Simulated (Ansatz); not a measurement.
The inner images of a band of GaH5SSi (8 atoms, charge 0, multiplicity 1) are given out of order.

Computed with RKS PBE/def2-SVP in Ansatz.

Image 0:

```xyz
8
Properties=species:S:1:pos:R:3
Ga -1.095 -0.172 -0.521
Si 0.606 0.739 0.933
S -0.568 -1.780 -1.969
H 0.750 -1.840 -1.624
H -2.621 0.221 -0.601
H 1.959 0.147 0.632
H 0.696 2.237 0.776
H 0.272 0.447 2.375
```

Image 6:

```xyz
8
Properties=species:S:1:pos:R:3
Ga -1.750 -0.833 -1.499
Si 1.047 0.586 0.966
S -1.092 -2.482 -2.482
H 0.381 -0.290 -0.071
H -2.350 0.414 -0.806
H 2.535 0.496 0.795
H 0.585 2.002 0.765
H 0.644 0.108 2.331
```

Problem. Put them in order from the first end to the last, with their energies above the first end.
A.
```xyz
8
Properties=species:S:1:pos:R:3
Ga -1.516 -0.667 -1.082
Si 0.896 0.502 0.752
S -0.554 -2.032 -2.258
H 0.385 -0.430 -0.351
H -2.417 0.325 -0.283
H 2.357 0.195 0.781
H 0.627 1.934 0.386
H 0.222 0.172 2.054
```
B.
```xyz
8
Properties=species:S:1:pos:R:3
Ga -1.204 -0.176 -0.553
Si 0.584 0.639 0.840
S -0.379 -1.731 -1.914
H 0.795 -1.456 -1.282
H -2.713 0.264 -0.550
H 1.917 -0.012 0.539
H 0.745 2.120 0.638
H 0.255 0.352 2.281
```
C.
```xyz
8
Properties=species:S:1:pos:R:3
Ga -1.242 -0.278 -0.651
Si 0.628 0.535 0.740
S -0.241 -1.781 -1.925
H 0.580 -1.112 -0.997
H -2.654 0.348 -0.410
H 2.059 0.030 0.607
H 0.671 2.015 0.485
H 0.199 0.243 2.150
```
D.
```xyz
8
Properties=species:S:1:pos:R:3
Ga -1.668 -0.829 -1.295
Si 1.007 0.580 0.861
S -0.970 -2.266 -2.550
H 0.452 -0.319 -0.225
H -2.339 0.245 -0.395
H 2.488 0.364 0.949
H 0.694 2.004 0.499
H 0.336 0.222 2.156
```
E.
```xyz
8
Properties=species:S:1:pos:R:3
Ga -1.332 -0.458 -0.837
Si 0.726 0.473 0.690
S -0.271 -1.860 -2.019
H 0.430 -0.741 -0.668
H -2.545 0.366 -0.292
H 2.181 0.087 0.647
H 0.616 1.951 0.408
H 0.196 0.182 2.071
```

Solution. B (+0.11 eV), C (+0.80 eV), E (+1.99 eV), A (+1.08 eV), D (+0.88 eV).

Time of the run: 88 s on 2 threads of Arm Neoverse V1, with other jobs on the host, peak memory 0.14 GiB.
